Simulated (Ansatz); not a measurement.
Consider the isomerisation: `O=C[SiH2]CS` → `C[SiH](S)C=O`.

Program: Ansatz. Geometries: PBE0-D4/def2-TZVP. ΔE: electronic, gas phase. CCSD(T)/CBS adds triple-zeta CCSD(T) − MP2 to the extrapolated MP2 energy (def2 sets, frozen cores). Functionals use def2-TZVPP. One conformer a species, not always the lowest.

(1) Is it downhill or uphill in electronic energy at CCSD(T)/CBS, and by how much? (Estimate.)

(2) What do these levels give: PBE-D4, r2SCAN-D4, PBE0-D4, r2SCAN, SCS-MP2/def2-TZVPP, CCSD(T)/def2-TZVPP? (Best estimate.)

Largest T1 diagnostic among the species: 0.014.

Results:

(1) Ansatz gave: Downhill: ΔE = -29.2 kcal/mol.

(2) Computed: PBE-D4 -29.2, r2SCAN-D4 -30.6, PBE0-D4 -29.7, r2SCAN -30.6, SCS-MP2/def2-TZVPP -29.0, CCSD(T)/def2-TZVPP -28.9 kcal/mol.
